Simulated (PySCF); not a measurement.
Species: methyl thiophene-2-carboxylate, C6H6O2S.
Bonds: C1–O2, O2–C3, C3–O4 (double), C3–C5, C5–C6 (aromatic), C6–C7 (aromatic), C7–C8 (aromatic), C8–S9 (aromatic), C5–S9 (aromatic). Hydrogens: H10, H11, H12 on C1; H13 on C6; H14 on C7; H15 on C8.

Method: PySCF, PBE0-D3(BJ)/def2-SVP geometry optimisation, gas phase.

Question: Give the optimised bond lengths and angles.

Answer: 
```tsv
bond	length (Å)
C1–O2	1.415
O2–C3	1.340
C3=O4	1.205
C3–C5	1.468
C5–C6	1.377
C6–C7	1.416
C7–C8	1.375
C8–S9	1.710
C5–S9	1.726
C1–H10, C1–H11, C1–H12	1.099
C6–H13	1.090
C7–H14	1.090
C8–H15	1.090
```

Bonds in one row agree within 0.01 Å and their mean is given. A selection of angles:
```tsv
angle	degrees
C1–O2–C3	115.8
O2–C3–O4	123.8
O2–C3–C5	111.7
O4–C3–C5	124.5
C3–C5–C6	125.6
C3–C5–S9	122.9
C6–C5–S9	111.6
C5–C6–C7	112.5
C6–C7–C8	112.2
C7–C8–S9	112.3
C5–S9–C8	91.5
```

Torsions: C1–O2–C3–O4 0° (synperiplanar); O2–C3–C5–C6 180° (antiperiplanar).

The 9 heavy atoms lie in one plane (0.002 Å rms). O2 (ester single-bonded oxygen) is bent (angle 115.8°). The 5-membered ring C5–C6–C7–C8–S9 has internal angles of 91.5° to 112.5° (sum 540°, against 540° for a flat polygon); it is planar, 0.00 Å rms from its mean plane, widest ring torsion 0°. The C–C distances run from 1.375 Å (C7–C8, aromatic) to 1.468 Å (C3–C5, drawn single), a spread of 0.093 Å. The C–O distances run from 1.205 Å (C3=O4, drawn double) to 1.415 Å (C1–O2, drawn single), a spread of 0.210 Å. Of the pairs four or more bonds apart, O4···H11 is among the closest relative to their van der Waals radii: 2.64 Å, 97 % of the sum of Bondi's values.

Point group: Cs (every atom within 0.08 Å of its image). No PBE0-D3(BJ)/def2-SVP frequencies stand behind this structure, so it isn't proved a minimum. The numbers are those of one conformer.
